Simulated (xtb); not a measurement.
xtb input (GFN2-xTB):

```bash
xtb mol.xyz --gfn 2 --ohess tight --chrg 1 --uhf 0
```
mol.xyz:
```
14

Si     0.83035601     0.78392323    -0.25277524
C      1.97106165    -0.64299881    -0.12860210
F      1.40347158     2.08690628     0.49668186
N     -0.65498974     0.46689889     0.53531139
Si    -1.97490139    -0.60560358     0.14076484
H      0.67641864     1.31470558    -1.64909826
H      1.57532124    -1.52557393    -0.57581150
H      2.93430020    -0.48613157    -0.64532038
H      2.18646127    -0.94020727     0.88839267
H     -0.98578872     1.21474149     1.13921761
H     -2.75083334    -0.69086517     1.33706854
H     -1.30311216    -1.92660643    -0.19473586
H     -2.78411697    -0.21294193    -1.00920640
H     -1.10590294     1.21098239    -0.10420319
```

End of the output:

```
optimized geometry written to: xtbopt.xyz

           -------------------------------------------------
          | TOTAL ENERGY              -17.528767253359 Eh   |
          | TOTAL ENTHALPY            -17.419353460927 Eh   |
          | TOTAL FREE ENERGY         -17.463618709776 Eh   |
          | GRADIENT NORM               0.000267052822 Eh/α |
          | HOMO-LUMO GAP               5.507379651455 eV   |
           -------------------------------------------------

------------------------------------------------------------------------
------------------------------------------------------------------------
 total:
 SCF:
 ANC optimizer:
 analytical hessian:
```

It need not be the lowest isomer of its formula.
